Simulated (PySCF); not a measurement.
## RhF₂⁺: fields on a plane

Computed with PySCF, UPBE0, basis Rh def2-TZVP with ECP28, F def2-TZVP (scalar-relativistic core potentials, no spin–orbit coupling, density fitting).

The quintet minimum has Rh–F 1.802 Å (×2); F–Rh–F 180.0°.

The plane holds Rh1 at (0.00, 0.00), F2 at (1.80, 0.00), F3 at (-1.80, 0.00) Å. Columns run from x = -3.75 to 4.05 Å, rows from y = 2.25 (top) to -1.95 Å, in steps of 0.3 Å. Other isomers or separated fragments may lie lower. Core electrons replaced by a potential are absent, the electrostatic potential uses the reduced nuclear charge, and values within about 0.7 Å of such atoms have no physical meaning.

Question: Give the spin density (e/Å³) (cut at ±0.5 e/Å³). Lower edges of the bins (e/Å³): '_' -0.012, '.' 0.039, ':' 0.090, '-' 0.141, '=' 0.193, '+' 0.244, '*' 0.295, '#' 0.346, '%' 0.398, '@' 0.449; top 0.50, each point printed twice.

Answer: 
```
______________________________________________________
______________________________________________________
______________________________________________________
________________________....__________________________
____________________..::----::..______________________
____________....____::**@@@@**::____....______________
__________..****____==@@@@@@@@==____****..____________
__________::@@@@..__##@@%%%%@@##__..@@@@::____________
__________::@@@@..__##@@%%%%@@##__..@@@@::____________
__________..****____==@@@@@@@@==____****..____________
____________....____::**@@@@**::____....______________
____________________..::----::..______________________
________________________....__________________________
______________________________________________________
______________________________________________________
```

Question: Give the electron localisation function (set to 0 where the density is under 0.005 e/Å³). Lower edges of the bins: '0' 0.000, '1' 0.087, '2' 0.174, '3' 0.261, '4' 0.348, '5' 0.434, '6' 0.521, '7' 0.608, '8' 0.695, '9' 0.782; top 0.87.

Answer: 
```
000000000000000000000000000
000000000000000000000000000
000000000001111000000000000
000011211011221101121100000
000124553112442113554210000
000257886225775226887520000
001489999338998339999841000
001599219449009449129951000
001599219449009449129951000
001489999338998339999841000
000257886225775226887520000
000124553112442113554210000
000011211011221101121100000
000000000001111000000000000
000000000000000000000000000
```

Other spin states or occupations of the open shell can lie lower.
